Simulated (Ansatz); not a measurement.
An input meant for [MoO3Br]- (MoBrO₃⁻) (charge -1, singlet).

```yaml
crystal:
  periodic: [false, false, false]
  atoms:
    - {symbol: Mo, position_ang: [0.075110, 0.131621, 0.054163]}
    - {symbol: O, position_ang: [0.081639, 0.110905, 1.779809]}
    - {symbol: O, position_ang: [1.698402, 0.143180, -0.531646]}
    - {symbol: O, position_ang: [-0.753021, 1.538483, -0.505556]}
    - {symbol: Br, position_ang: [-1.102140, -1.924200, -0.796780]}
basis:
  gaussian: {orbitals: ANO-RCC-VTZP}
total_charge: -1
magnetization: {spin_polarized: true, initial_magnetization: 3}
hamiltonian: {xc: {name: RPBE}}
scf: {omitted_lower_state_checks: [starts]}
output: {forces: true}
```

```sh
$ ansatz run in.yaml --threads 4 --pin off --events-out ev --progress --plain --max-ram 3916MiB
```

It prints (some lines left out):

```
Error: a molecule whose nuclei and cores have a total charge of 101 cannot have a net charge of -1 together with 3 unpaired electrons
```

(1) What is wrong with this run?

## Answers

(1) The number of unpaired electrons doesn't fit the electron count. The program refused the input.
